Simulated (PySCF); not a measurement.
# How methods differ on the ionisation energy of Lu(32+)

Lu(32+) [Kr] 4d3 [4d3/2^3, M_J = 3/2] → Lu(33+) [Kr] 4d2 [4d3/2^2, M_J = 2], as a difference of total energies. Calculation: PySCF 2.14, in an uncontracted even-tempered set (17 s from 3.1 bohr⁻², ratio 2.8; 14 p from 4.1 bohr⁻², ratio 2.8; 9 d from 4.1 bohr⁻², ratio 2.8; 3 f from 15 bohr⁻², ratio 3); the two-component X2C-1e Hamiltonian. Correlated levels: [Ar] 3d10 frozen; the 92 highest virtual spinors dropped. "Screened" scales the spin-orbit matrix elements by Boettger's factors to mimic the two-electron term; Breit and QED terms are absent.

| method | ionisation energy (eV) |
| --- | --- |
| GHF (spin-free) | 1287.3 |
| GMP2 (spin-free) | 1287.4 |
| GHF (screened spin-orbit) | 1291.5 |
| GMP2 (screened spin-orbit) | 1292.1 |

Breit and QED terms and the two-electron picture change are absent.

The spin-free rows relax to the high-spin LS determinant and lack the spin-orbit shift.

The labels give the starting determinants; with spin-orbit coupling the two ends relaxed to ⟨J²⟩ = 3.82, ⟨L²⟩ = 8.14, ⟨S²⟩ = 2.21 and ⟨J²⟩ = 6.03, ⟨L²⟩ = 10.31, ⟨S²⟩ = 1.58.

For comparison: 1292 ± 4 eV (theoretical estimate listed by NIST; NIST Atomic Spectra Database, ionization energies).
